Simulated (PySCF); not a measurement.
CH9FN2Si2, SMILES CN[Si@@H](F)N[SiH3].

The structure is a stationary point at PBE-D3(BJ)/def2-SVP. The structure was generated by enumeration; whether it is a known compound was not checked. One conformer was computed; it need not be the lowest.

The numbers are results of PBE-D3(BJ)/def2-SVP in PySCF 2.14.0, not measurements.

Frequencies are harmonic and unscaled.

Computed normal modes with their intensities:
| mode | ν (cm⁻¹) | IR (km/mol) | moving atoms (share of kinetic energy) |
|---|---|---|---|
| 1 | 54 | 0.3 | Si 31 %, H 22 %, N 18 %, C 17 %, F 12 % |
| 2 | 73 | 0.1 | H 91 % |
| 3 | 91 | 0.1 | N 38 %, H 32 %, C 14 %, F 12 % |
| 4 | 141 | 0.6 | H 83 %, Si 9 % |
| 5 | 153 | 3.3 | N 31 %, H 21 %, C 20 %, F 15 %, Si 13 % |
| 6 | 175 | 2.1 | H 33 %, Si 26 %, N 23 %, F 15 % |
| 7 | 256 | 6.8 | F 35 %, N 33 %, H 16 %, Si 14 % |
| 8 | 334 | 5.9 | Si 50 %, N 25 %, H 16 %, F 9 % |
| 9 | 350 | 15.0 | H 24 %, N 22 %, C 22 %, F 21 %, Si 10 % |
| 10 | 442 | 87.3 | H 86 %, N 12 % |
| 11 | 475 | 68.3 | H 79 %, N 14 % |
| 12 | 590 | 1.2 | H 55 %, Si 30 %, N 12 % |
| 13 | 693 | 70.7 | H 81 %, N 10 %, Si 9 % |
| 14 | 723 | 55.6 | H 52 %, N 25 %, Si 17 % |
| 15 | 781 | 43.1 | N 38 %, H 34 %, Si 22 % |
| 16 | 806 | 76.2 | H 55 %, F 23 %, Si 16 % |
| 17 | 852 | 238.6 | H 59 %, Si 20 %, N 11 %, F 10 % |
| 18 | 880 | 100.4 | H 47 %, Si 28 %, F 19 % |
| 19 | 896 | 73.5 | H 95 % |
| 20 | 913 | 220.2 | H 65 %, Si 18 %, N 17 % |
| 21 | 926 | 163.4 | H 72 %, N 13 %, Si 13 % |
| 22 | 967 | 44.2 | H 83 %, Si 9 % |
| 23 | 1060 | 18.6 | H 81 %, C 11 % |
| 24 | 1105 | 0.4 | H 76 %, C 19 % |
| 25 | 1142 | 116.6 | N 41 %, C 34 %, H 23 % |
| 26 | 1155 | 245.1 | H 59 %, N 35 % |
| 27 | 1353 | 60.5 | H 63 %, N 26 %, C 10 % |
| 28 | 1397 | 7.3 | H 86 %, C 14 % |
| 29 | 1419 | 3.3 | H 96 % |
| 30 | 1450 | 4.1 | H 95 % |
| 31 | 2146 | 144.6 | H 96 % |
| 32 | 2152 | 120.3 | H 98 % |
| 33 | 2185 | 4.3 | H 97 % |
| 34 | 2195 | 195.8 | H 97 % |
| 35 | 2917 | 98.1 | H 96 % |
| 36 | 2981 | 38.7 | H 91 %, C 9 % |
| 37 | 3047 | 14.5 | H 91 %, C 9 % |
| 38 | 3486 | 28.4 | H 93 % |
| 39 | 3521 | 23.8 | H 93 % |
